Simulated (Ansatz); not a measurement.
Molecule: C2H6Br3NSi, charge 0, multiplicity 1. SMILES: CN(C)[Si](Br)(Br)Br
Structure (B3LYP-D3(BJ)/def2-TZVP (Ansatz, a first-principles code) minimum search):
```xyz
13

C     -2.7754    -0.5914    -0.6642
N     -1.7874     0.4421    -0.3741
C     -2.3880     1.6639     0.1499
Si    -0.1689     0.0527    -0.0658
Br     0.1571    -0.7485     1.9987
Br     1.1046     1.8584    -0.2785
Br     0.5277    -1.5001    -1.4909
H     -2.3009    -1.4728    -1.0891
H     -3.3201    -0.8906     0.2387
H     -3.4983    -0.2112    -1.3911
H     -3.1090     2.0551    -0.5730
H     -2.9129     1.4800     1.0944
H     -1.6312     2.4264     0.3185
```
Charge 0, spin multiplicity 1.

Parts of the frozen-core correlation energy in 6-31G* (Ansatz, hartree). Frozen orbitals: 50; correlated occupied orbitals by spin: 22 and 22; virtual: 109 and 109. Spin-orbit coupling is left out. Non-relativistic.

```csv
term,value
reference (HF),-8139.07413
MP2 opposite-spin,-0.63151
MP2 same-spin,-0.22476
CCSD correlation,-0.91841
(T),-0.02693
T1 diagnostic,0.010
largest doubles amplitude,0.023
```
